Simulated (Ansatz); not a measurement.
C4H9O2 (SMILES CO[CH]C(C)O), doublet, geometry from GFN2-xTB. Base run: MP2/cc-pVDZ run with Ansatz (a first-principles code).

Input for Ansatz:
Ansatz 0.2 input:
```yaml
crystal:
  periodic: [false, false, false]
  atoms:
    - {symbol: C, position_ang: [2.56077104, -0.83382252, -0.05187536]}
    - {symbol: O, position_ang: [1.35874343, -0.35585529, -0.59420775]}
    - {symbol: C, position_ang: [0.30458062, -0.28318667, 0.27212290]}
    - {symbol: C, position_ang: [-0.91837553, 0.40750290, -0.20562298]}
    - {symbol: C, position_ang: [-2.15757524, -0.49024854, -0.06860859]}
    - {symbol: O, position_ang: [-1.08228391, 1.59694883, 0.56456414]}
    - {symbol: H, position_ang: [2.45262647, -1.86511095, 0.30352293]}
    - {symbol: H, position_ang: [2.89549161, -0.20751073, 0.78234991]}
    - {symbol: H, position_ang: [3.29918709, -0.80187133, -0.85140078]}
    - {symbol: H, position_ang: [0.49407065, -0.37188146, 1.32892922]}
    - {symbol: H, position_ang: [-0.77188196, 0.66632212, -1.26581658]}
    - {symbol: H, position_ang: [-3.04377857, 0.02369395, -0.43826528]}
    - {symbol: H, position_ang: [-2.30860226, -0.74749979, 0.97697382]}
    - {symbol: H, position_ang: [-2.01885023, -1.40248152, -0.64118067]}
    - {symbol: H, position_ang: [-1.94634439, 1.97612048, 0.36594070]}
basis:
  gaussian:
    orbitals: cc-pVDZ
magnetization: {spin_polarized: true, initial_magnetization: 1}
correlation: {method: mp2}
```

Each row names what was changed in the base input (with any setting that the change needs).

```json
[
 {"change": "base", "ΔE vs base (kcal/mol)": "0.000", "MP2 correlation (Eh)": "-0.91270", "basis functions": "129", "core-seconds (rough)": "3", "outcome": "converged"},
 {"change": "fitting = cc-pVTZ-JKFIT (mean field), cc-pVTZ-RIFIT (correlation)", "ΔE vs base (kcal/mol)": "0.087", "MP2 correlation (Eh)": "-0.91263", "basis functions": "129", "core-seconds (rough)": "3", "outcome": "converged"},
 {"change": "reference functional = pbe0", "ΔE vs base (kcal/mol)": "[?]", "MP2 correlation (Eh)": "-", "basis functions": "129", "core-seconds (rough)": "8", "outcome": "converged"},
 {"change": "method = bccd", "ΔE vs base (kcal/mol)": "[?]", "MP2 correlation (Eh)": "-0.91270", "basis functions": "129", "core-seconds (rough)": "200", "outcome": "converged"},
 {"change": "method = bccd_t", "ΔE vs base (kcal/mol)": "-", "MP2 correlation (Eh)": "-", "basis functions": "-", "core-seconds (rough)": "-", "outcome": "cut at the time limit"},
 {"change": "method = ccsd", "ΔE vs base (kcal/mol)": "-40.97", "MP2 correlation (Eh)": "-0.91270", "basis functions": "129", "core-seconds (rough)": "60", "outcome": "converged"},
 {"change": "method = rpa", "ΔE vs base (kcal/mol)": "-89.9", "MP2 correlation (Eh)": "-", "basis functions": "129", "core-seconds (rough)": "5", "outcome": "converged"},
 {"change": "method = ccsd_t", "ΔE vs base (kcal/mol)": "-57.77", "MP2 correlation (Eh)": "-0.91270", "basis functions": "129", "core-seconds (rough)": "200", "outcome": "converged"},
 {"change": "electrons = all", "ΔE vs base (kcal/mol)": "-9.43", "MP2 correlation (Eh)": "-0.92773", "basis functions": "129", "core-seconds (rough)": "4", "outcome": "converged"},
 {"change": "lower_state_search = off", "ΔE vs base (kcal/mol)": "0.000", "MP2 correlation (Eh)": "-0.91270", "basis functions": "129", "core-seconds (rough)": "3", "outcome": "converged"}
]
```

Task: Some entries are withheld; supply them.

Result: 
- reference functional = pbe0, ΔE vs base (kcal/mol): -15.96
- method = bccd, ΔE vs base (kcal/mol): -39.97
